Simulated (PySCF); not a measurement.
H$_{2}$AlFS$_{2}$ (SMILES [F][Al]([SH])[SH]), singlet, at a GFN2-xTB geometry (such geometries of metal compounds can be far from the true shape).

PySCF was given this input:
```python
from pyscf import gto, scf, dft, solvent

mol = gto.M(
    atom='''
Al    0.158320   -0.344807    0.062146
F     0.943104   -1.708515    0.556843
S     0.349079    1.394362    1.386274
H     1.121440    0.704358    2.215857
S    -0.995692   -0.260433   -1.790097
H    -1.321735    1.011888   -1.574175
''',
    basis='6-31g',
    charge=0,
    spin=0,
    verbose=4,
)

mf = dft.RKS(mol)
mf.xc = 'pbe0'
mf.kernel()
```

### Question
What number of basis functions does PBE0/6-31G (PySCF) give?

### Answer
52

### Question
Predict the nuclear repulsion energy from PBE0/6-31G.

### Answer
244.7038 Eh

### Question
What HOMO energy does PBE0/6-31G give?

### Answer
-8.10 eV

### Question
Predict the HOMO-LUMO gap from PBE0/6-31G.

### Answer
6.67 eV

### Question
Give the total energy at the level PBE0/6-31G.

### Answer
-1139.3683 Eh

### Question
Predict the Mulliken (on the basis functions themselves) charges in atom order from PBE0/6-31G.

### Answer
Al1 0.95, F2 -0.50, S3 -0.33, H4 0.10, S5 -0.30, H6 0.08
